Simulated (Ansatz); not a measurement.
Gas-phase electronic energies from Ansatz, PBE0-D4/def2-TZVP geometries. CBS: MP2 limit from def2 TZ/QZ plus the TZ coupled-cluster correction, frozen cores. This one scheme is used for every species. Functionals use def2-TZVPP. B3LYP here is the variant with VWN-RPA as its local correlation; programs differ in this. HSE06 is defined as in plane-wave codes. Triplets are unrestricted, without spin–orbit coupling.

Consider the formal loss of a carbene: `Cc1ccncc1C` → `[CH2]` (triplet) + `Cc1ccncc1`.

`Cc1ccncc1C`:

Cartesian coordinates in Å:
```
C 1.684 -0.374 0.908
C 0.552 0.288 0.192
C 0.594 1.637 -0.132
C -0.474 2.219 -0.796
N -1.562 1.549 -1.149
C -1.600 0.259 -0.837
C -0.591 -0.431 -0.175
C -0.736 -1.887 0.127
H 1.355 -0.796 1.862
H 2.491 0.331 1.108
H 2.092 -1.203 0.322
H 1.460 2.235 0.132
H -0.449 3.274 -1.054
H -2.499 -0.277 -1.134
H -1.694 -2.265 -0.232
H 0.056 -2.476 -0.344
H -0.679 -2.082 1.202
```

`[CH2]` (triplet):

```xyz
3

C     0.188   -0.131   -0.154
H    -0.804   -0.538   -0.276
H     0.616    0.668    0.431
```

`Cc1ccncc1`:

Z-matrix (Å, degrees):
```
C
C 1 1.495
H 1 1.091 2 111.4
H 1 1.091 2 111.4 3 -121.4
H 1 1.094 2 110.4 3 119.3
C 2 1.390 1 121.6 3 151.6
C 2 1.390 1 121.6 3 -29.5
C 6 1.386 2 119.4 1 178.7
H 6 1.085 2 120.6 1 -1.5
C 7 1.386 2 119.4 1 -178.7
H 7 1.085 2 120.6 1 1.5
N 8 1.328 6 123.8 2 0.1
H 8 1.087 6 120.0 2 179.9
H 10 1.087 7 120.0 2 -179.9
```

CCSD(T)/CBS gives +447.3 kJ/mol.

(1) Another level gave +439.7 kJ/mol. Which?
A. LDA (SPW92)/def2-TZVPP
B. HSE06-D4/def2-TZVPP
C. B3LYP-D4/def2-TZVPP
D. revPBE/def2-TZVPP

Largest T1 diagnostic among the species: 0.012.

Results:

(1) C. B3LYP-D4 439.7, HSE06-D4 446.3, LDA (SPW92) 526.5, revPBE 417.4 kJ/mol.

From PBE to PBE0 (25 % exact exchange), in def2-TZVPP and without D4, ΔE moves by −7.7 kJ/mol. At CCSD(T), def2-SVP lies −14.4 kJ/mol from the extrapolated value and def2-TZVPP −10.8 kJ/mol. In def2-TZVPP, CCSD(T) changes the Hartree–Fock value by +145.3 kJ/mol (the triples alone add +12.7 kJ/mol) and MP2 by +162.5 kJ/mol.
